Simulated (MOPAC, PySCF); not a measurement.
C10H8O, SMILES `O=C1CC=Cc2ccccc21`, neutral singlet in the gas phase. 

Cartesian coordinates (Å):
```xyz
19

O     -1.4407     2.4172    -0.5852
C     -1.2642     1.2368    -0.3485
C     -2.4508     0.2798    -0.2807
C     -2.1460    -1.1548     0.0153
C     -0.8937    -1.5983     0.2148
C      0.2651    -0.7089     0.1569
C      1.5668    -1.1946     0.3689
C      2.6654    -0.3380     0.3116
C      2.4878     1.0254     0.0407
C      1.2042     1.5228    -0.1717
C      0.0932     0.6707    -0.1164
H     -3.1535     0.6920     0.4671
H     -2.9944     0.3738    -1.2392
H     -2.9896    -1.8495     0.0662
H     -0.7078    -2.6541     0.4290
H      1.7111    -2.2571     0.5805
H      3.6700    -0.7343     0.4791
H      3.3513     1.6929    -0.0033
H      1.0257     2.5784    -0.3853
```
Charge 0, spin multiplicity 1.

All levels are single points at this geometry (B3LYP-D3(BJ)/def2-SVP); Pople sets use spherical d functions. Orbital energies aren't observables, and empty levels follow the basis.

| level | HOMO (eV) | LUMO (eV) | gap (eV) | dipole (D) | vertical IE, Delta-SCF (eV) |
|---|---|---|---|---|---|
| B3LYP-D3(BJ)/def2-TZVP in PySCF | -6.52 | -2.09 | 4.43 | 3.09 | 8.33 |
| BP86/6-31G* in PySCF | -5.36 | -2.45 | 2.91 | 2.76 | – |
| M06-2X/6-31G* in PySCF | -7.52 | -0.76 | 6.76 | 2.87 | – |
| PBE/6-31G* in PySCF | -5.24 | -2.36 | 2.88 | 2.73 | – |
| SVWN5/6-31G* in PySCF | -5.38 | -2.55 | 2.83 | 2.80 | – |
| HF/6-31G* in PySCF | -8.32 | 1.97 | 10.29 | 3.37 | – |
| HF/STO-3G in PySCF | -6.54 | 5.30 | 11.84 | 1.88 | – |
| AM1 in MOPAC | -9.15 | -0.56 | 8.60 | 2.63 | – |
| PM6 in MOPAC | -9.30 | -0.71 | 8.59 | 3.22 | – |
